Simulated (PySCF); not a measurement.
hydrogen bromide (BrH), SMILES Br. The structure is a stationary point at PBE-D3(BJ)/def2-TZVPD.

The numbers are results of PBE-D3(BJ)/def2-TZVPD run with PySCF, not measurements.

Harmonic wavenumbers (cm⁻¹): 2575. Rotational constants (GHz): 247.3 (linear); symmetry number 1.

**Question.** Work out the zero-point energy and the ideal-gas rigid-rotor harmonic-oscillator thermochemistry at 298.15 K and 1 atm.

**Answer.** ZPE = ½ Σ hcν = ½ × 2575 cm⁻¹ = 15.40 kJ/mol. H − E(el) = 24.08 kJ/mol. Entropy in J/(mol K): translation 163.54, rotation 35.12, vibration 0.00, total 198.66. G − E(el) = -35.15 kJ/mol. Cp = 29.11 J/(mol K).
